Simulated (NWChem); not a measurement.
System: CH3F2NZr; SMILES [F][Zr]([F])=[N]C

The following NWChem deck was run.

```
start job
memory heap 200 mb stack 900 mb global 1100 mb
geometry units angstroms noautoz
  Zr     0.094353    -0.365316    -0.352791
  N      0.079369     1.440579    -0.246576
  C      0.017059     2.837668     0.002795
  H      0.962416     3.350428    -0.256938
  H     -0.793639     3.332761    -0.564544
  H     -0.169861     3.044379     1.072699
  F     -1.693759    -1.104728    -0.227680
  F      1.514403    -1.132637     0.721722
end
basis spherical
  Zr library def2-svp
  N library def2-svp
  C library def2-svp
  H library def2-svp
  F library def2-svp
end
ecp
  Zr library def2-ecp
end
dft
  xc hcth407
  iterations 150
  mulliken
end
task dft energy
```

Parts of the log:

```
             Northwest Computational Chemistry Package (NWChem) 7.3.0
             --------------------------------------------------------

 C1  symmetry detected

                             Geometry "geometry" -> ""
                             -------------------------

 Output coordinates in angstroms (scale by  1.889725989 to convert to a.u.)

  No.       Tag          Charge          X              Y              Z
 ---- ---------------- ---------- -------------- -------------- --------------
    1 Zr                  40.0000    -0.00006319    -0.38734930    -0.22136070
    2 N                    7.0000    -0.00000334     1.41481478    -0.06334950
    3 C                    6.0000    -0.00113866     2.80398075     0.23353889
    4 H                    1.0000     0.82714405     3.33863625    -0.26863156
    5 H                    1.0000    -0.94378642     3.29971911    -0.06626194
    6 H                    1.0000     0.12145922     2.98064042     1.31803150
    7 F                    9.0000    -1.67265137    -1.15908305     0.38411697
    8 F                    9.0000     1.67315870    -1.15787382     0.38405004

 Effective nuclear repulsion energy (a.u.)     418.6406334032

                                 NWChem DFT Module
                                 -----------------

 Summary of "ao basis" -> "ao basis" (spherical)
 ------------------------------------------------------------------------------
       Tag                 Description            Shells   Functions and Types
 ---------------- ------------------------------  ------  ---------------------
 Zr                         def2-svp                11       31   5s3p2d1f
 N                          def2-svp                 6       14   3s2p1d
 C                          def2-svp                 6       14   3s2p1d
 H                          def2-svp                 3        5   2s1p
 F                          def2-svp                 6       14   3s2p1d

            General Information
            -------------------
          SCF calculation type: DFT
          Wavefunction type:  closed shell.
          No. of atoms     :     8
          No. of electrons :    46
           Alpha electrons :    23
            Beta electrons :    23
          Charge           :     0
          Spin multiplicity:     1
          Use of symmetry is: off; symmetry adaption is: off
          Maximum number of iterations: 150
          AO basis - number of functions:   102
                     number of shells:    44
          Convergence on energy requested:  1.00D-06
          Convergence on density requested:  1.00D-05
          Convergence on gradient requested:  5.00D-04

              XC Information
              --------------
                      HCTH407 Method XC Functional
                      HCTH407  Exchange Functional  1.000
                   HCTH407  Correlation Functional  1.000

             Grid Information
             ----------------
          Grid used for XC integration:  medium
          Radial quadrature: Mura-Knowles
          Angular quadrature: Lebedev.
          Tag              B.-S. Rad. Rad. Pts. Rad. Cut. Ang. Pts.
          ---              ---------- --------- --------- ---------
          Zr                  1.55      123          11.0       590
          N                   0.65       49           8.0       434
          C                   0.70       49          12.0       434
          H                   0.35       45          13.0       434
          F                   0.50       49          12.0       434
          Grid pruning is: on
          Number of quadrature shells:   454
          Spatial weights used:  Erf1

      Superposition of Atomic Density Guess
      -------------------------------------

 Sum of atomic energies:        -345.45133656

      Non-variational initial energy
      ------------------------------

 Total energy =    -339.143688
 1-e energy   =    -847.196827
 2-e energy   =     323.640361
 HOMO         =      -0.316119
 LUMO         =      -0.109550

     ---------------------------------------------
      Total Density - Mulliken Population Analysis
     ---------------------------------------------

    Atom       Charge   Shell Charges
 -----------   ------   -------------------------------------------------------
    1 Zr  12     9.44  -0.47  1.58  0.91  0.16  0.02  5.84  0.28  0.05  0.83  0.15  0.10
    2 N    7     8.29   1.99  1.12  0.55  2.77  1.85  0.01
    3 C    6     6.05   1.99  0.93  0.19  1.96  0.93  0.04
    4 H    1     0.92   0.69  0.21  0.02
    5 H    1     0.92   0.69  0.21  0.02
    6 H    1     0.92   0.69  0.21  0.02
    7 F    9     9.73   1.99  1.16  0.80  3.60  2.18  0.00
    8 F    9     9.73   1.99  1.16  0.80  3.60  2.18  0.00

   convergence    iter        energy       DeltaE   RMS-Dens  Diis-err
 ---------------- ----- ----------------- --------- --------- ---------
 d= 0,ls=0.0,diis     1   -341.0866793434 -5.25D+02  5.20D-02  2.51D+00
 d= 0,ls=0.0,diis     2   -333.8409240879  7.25D+00  4.33D-02  5.80D+01
 d= 0,ls=0.0,diis     3   -341.3820922387 -7.54D+00  6.92D-03  7.05D-01
 d= 0,ls=0.0,diis     4   -341.4099517974 -2.79D-02  4.49D-03  4.91D-01
 d= 0,ls=0.0,diis     5   -341.4550900913 -4.51D-02  1.52D-03  5.91D-02
  Resetting Diis
 d= 0,ls=0.0,diis     6   -341.4622316407 -7.14D-03  4.75D-04  6.95D-03
 d= 0,ls=0.0,diis     7   -341.4628842400 -6.53D-04  8.42D-04  9.57D-04
 d= 0,ls=0.0,diis     8   -341.4612107909  1.67D-03  7.05D-04  1.38D-02
 d= 0,ls=0.0,diis     9   -341.4629930757 -1.78D-03  7.30D-05  1.40D-04
 d= 0,ls=0.0,diis    10   -341.4630088311 -1.58D-05  1.39D-05  6.51D-06
 d= 0,ls=0.0,diis    11   -341.4630093663 -5.35D-07  4.47D-06  6.18D-07

         Total DFT energy =     -341.463009366336
      One electron energy =     -853.784815540080
           Coulomb energy =      368.472130953036
    Exchange-Corr. energy =      -40.563103810182
 Nuclear repulsion energy =      184.412779030890

[...]
```

Level: HCTH/407/def2-SVP with def2 effective core potentials on Zr. All runs use the structure optimised with PBE0/def2-SVP. No frequency run checked for a minimum. def2 effective core potentials on Zr; no spin-orbit coupling.
